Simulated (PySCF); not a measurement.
# Electron correlation in Hf²⁺ (hafnium, charge +2)

[Xe] 4f14 5d1 6p1, one real determinant (an excited configuration). Computed with PySCF 2.14 in def2-TZVPPD with the def2 core potential (60 electrons) (6s5p3d2f1g, 59 functions), with a scalar-relativistic core potential. Frozen: nothing; 10 electrons correlated.

```tsv
level	correlation energy (mhartree)
CCSD	-179.89
(T)	-3.36
CCSD(T)	-183.25
```

Diagnostics: T1 = 0.0078, D1 = 0.0293, largest double amplitude 0.029.

Q: Is a single reference adequate?

A: Yes, within this model without spin-orbit coupling: T1 lies below 0.03 and no double amplitude reaches 0.07.

The reference is one real determinant that mixes LS terms of this configuration.

The basis has no tight functions for the innermost shells, so their pair energies are far from complete.

This basis was not built for core-valence correlation, so the inner-shell part is incomplete.
